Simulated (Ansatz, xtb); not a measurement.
**BCl2NO: which of two structures lies lower**

Structure I is `O=NB(Cl)Cl`, a singlet and structure II is a triplet given by its coordinates. Both are isolated molecules in the gas phase, relaxed with B3LYP/6-31G*; the shapes shown needn't be the lowest conformers.

I (Å):

```xyz
5

B    -2.8407    0.2484    1.2229
Cl   -2.0929    1.3022    2.4167
Cl   -2.9934   -1.4958    1.3923
N    -3.0907    0.7960   -0.0521
O    -3.8946    1.3170   -0.7690
```

II (Å):

```csv
atom,x (Å),y (Å),z (Å)
B,-0.8018,-1.2531,0.7604
Cl,0.6503,-1.3045,1.7347
Cl,-2.3871,-1.0002,1.4578
N,-1.6122,-1.4139,-1.4835
O,-0.6258,-1.4243,-0.5983
```

Close contacts (Å): B1–Cl2 1.75, B1–Cl3 1.75, B1–O5 1.38, N4–O5 1.33.

Question: Estimate E(II) − E(I) at the level CCSD(T)/def2-SVP + ΔMP2/def2-TZVPP.

Answer: Not settled: CCSD(T)/def2-SVP + ΔMP2/def2-TZVPP gives E(II) − E(I) = +4.63 kJ/mol, but this leans on the basis-set step: CCSD(T) alone gives −1.14 kJ/mol.

How the difference moves with the method:

```
                             level      geometry  E(II) − E(I) (kJ/mol)  departure from the last row (kJ/mol)  job, with rough time for the two
                      B3LYP/6-31G*  B3LYP/6-31G*                   −5.52                                −10.14             optimisation, 5.7 min
                       HF/def2-SVP  B3LYP/6-31G*                 −157.92                               −162.54           part of the CCSD(T) run
                      MP2/def2-SVP  B3LYP/6-31G*                  +10.63                                 +6.01           part of the CCSD(T) run
                  CCSD(T)/def2-SVP  B3LYP/6-31G*                   −1.14                                 −5.76                      single point
CCSD(T)/def2-SVP + ΔMP2/def2-TZVPP  B3LYP/6-31G*                   +4.63                                                      single point, 74 s
```

B3LYP/6-31G*, HF/def2-SVP put the two in the other order. CCSD(T)/def2-SVP finds them nearly level. The largest departure from CCSD(T)/def2-SVP + ΔMP2/def2-TZVPP is that of HF/def2-SVP, 162.54 kJ/mol. At CCSD(T)/def2-SVP + ΔMP2/def2-TZVPP a triplet with the links of I lies below this singlet. Levels run at GFN2-xTB geometries aren't shown. The last row adds to CCSD(T) the change of the MP2 difference between the two basis sets, here +5.76 kJ/mol. The triplet state of II needn't be its ground state.

With harmonic frequencies from B3LYP/6-31G* (ideal gas, rigid rotor, one conformer each, 298.15 K, 1 atm): the zero-point term adds −1.68 kJ/mol; ΔH is +2.21 and ΔG +1.70 kJ/mol.

Open shells are spin-unrestricted. The correlated steps freeze 13 core orbitals. ΔG holds the spin degeneracy. Programs: Ansatz 0.2.0; the last row on 1 thread of Intel(R) Xeon(R) Processor @ 2.50GHz (Skylake/Cascade Lake) on a shared host.
